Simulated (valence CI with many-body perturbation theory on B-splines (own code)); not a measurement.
## Tl LXXVI: magnetic and hyperfine properties of the levels

Computed by configuration interaction combined with many-body perturbation theory (CI+MBPT): four valence electrons over a frozen Dirac-Fock core [He], a basis of 11 s, 11 p, 10 d, 8 f, 5 g, 2 h functions for each j, with the one-electron correlation potential Σ1 (screened to all orders), the two-electron term Σ2, the three-electron term Σ3, Breit, model QED; selected single and double excitations, second order for the rest, scaled by the run's own slope (own B-spline code, finite nucleus).

The last digits are not significant, and no measured levels were compared; by estimate large intervals hold to a few tenths of a per cent, small ones and those within an open d or f shell to about a per cent. Among the levels kept, up to 1200 cm⁻¹ of a level comes from second order outside the variational space, and about a tenth of that is noise between levels of different J, which matters for small intervals.

A/g_I is the dipole constant over the nuclear g factor μ/I (μ in nuclear magnetons, uniformly magnetised nucleus), B/Q the quadrupole constant per barn. Both hold the static response of the core; the bare values leave it out. Large factors of s and p1/2 electrons are usually good to 5 to 10 %; those of open d and f shells near neutrality can be off by tens of per cent, and small factors of p3/2, d and f electrons come from cancelling terms and can be off by a factor of two or in sign, in half-filled shells by more. B is blank for J = 1/2, where it vanishes, and for nearly pure S terms. Energies count from the lowest level. Levels with J = 0 are left out.

Levels are named by their leading jj configuration (3d3/2^4 stands for four electrons in 3d with j = 3/2), which in mixed levels can hold well under half, so a name can repeat and another be missing. Letters in brackets count levels of one name in rising energy.

```tsv
Level	E (Ry)	g	A/g_I (MHz)	A/g_I bare	B/Q (MHz/b)	B/Q bare
(2s^2 2p1/2 2p3/2) J=1	158.5	1.462	-1540000	-1510000	1140000	1140000
(2s^2 2p1/2 2p3/2) J=2	159.8	1.123	3810000	3810000	2190000	2190000
(2s 2p1/2^2 2p3/2) J=2	184.4	1.475	9670000	9600000	2220000	2220000
(2s 2p1/2^2 2p3/2) J=1	191.7	1.111	-7450000	-7320000	1250000	1250000
(2s^2 2p3/2^2) J=2	320.6	1.285	1140000	1170000	89200	89300
(2s 2p1/2 2p3/2^2) J=2 [a]	340.5	1.540	6750000	6710000	264000	265000
(2s 2p1/2 2p3/2^2) J=3	343.9	1.284	8650000	8600000	-6840	-6880
(2s 2p1/2 2p3/2^2) J=1 [a]	351.3	1.295	-9350000	-9210000	-537000	-537000
(2s 2p1/2 2p3/2^2) J=2 [b]	351.9	1.036	-756000	-691000	-186000	-186000
(2s 2p1/2 2p3/2^2) J=1 [b]	352.3	1.278	2.28e+07	2.26e+07	318000	319000
(2p1/2^2 2p3/2^2) J=2	379.2	1.295	1070000	1120000	86100	86200
(2s 2p3/2^3) J=2	507.6	1.433	9770000	9700000	-2310000	-2320000
(2s 2p3/2^3) J=1	514.8	1.142	-7530000	-7390000	-1030000	-1030000
(2p1/2 2p3/2^3) J=1	539.2	1.462	-1620000	-1550000	-1130000	-1140000
(2p1/2 2p3/2^3) J=2	540.5	1.114	3790000	3810000	-2360000	-2360000
(2s^2 2p1/2 3s) J=1	949.6	1.292	1.11e+07	1.11e+07	-16500	-16500
(2s^2 2p1/2 3p1/2) J=1	956.8	0.624	7770000	7740000	-3860	-3860
(2s 2p1/2^2 3s) J=1	973.2	1.984	2.28e+07	2.26e+07	5730	5730
(2s 2p1/2^2 3p1/2) J=1	981.4	1.319	1.95e+07	1.93e+07	-6830	-6830
(2s^2 2p1/2 3p3/2) J=2	1005.6	1.138	3230000	3230000	692000	693000
(2s^2 2p1/2 3p3/2) J=1	1005.6	1.494	-2490000	-2470000	349000	349000
(2s^2 2p1/2 3d3/2) J=2	1010.9	0.736	3140000	3130000	139000	140000
(2s^2 2p1/2 3d3/2) J=1	1013.0	0.824	-2710000	-2700000	62200	62600
(2s^2 2p1/2 3d5/2) J=2	1024.0	1.284	-1570000	-1560000	140000	141000
(2s^2 2p1/2 3d5/2) J=3	1024.3	1.087	2050000	2050000	133000	134000
(2s 2p1/2^2 3p3/2) J=2	1029.7	1.480	8800000	8730000	668000	669000
(2s 2p1/2^2 3p3/2) J=1	1030.1	1.143	-8470000	-8370000	354000	354000
(2s 2p1/2^2 3d3/2) J=1	1035.0	0.475	-8660000	-8570000	62200	62700
(2s 2p1/2^2 3d3/2) J=2	1035.4	1.094	8980000	8890000	121000	122000
(2s 2p1/2^2 3d5/2) J=3	1047.7	1.319	6000000	5940000	126000	127000
(2s 2p1/2^2 3d5/2) J=2	1049.1	1.037	-5770000	-5720000	104000	104000
```

Question: Take the isotope of mass number 203, with I = 1/2, μ = 1.616 μN. What is the hyperfine structure of (2s 2p1/2 2p3/2^2) J=2 [a]?

Answer: From the table A = 2.18e+07 MHz. Shifts from the centre of gravity in MHz: F = 3/2: -3.27e+07, F = 5/2: 2.18e+07.
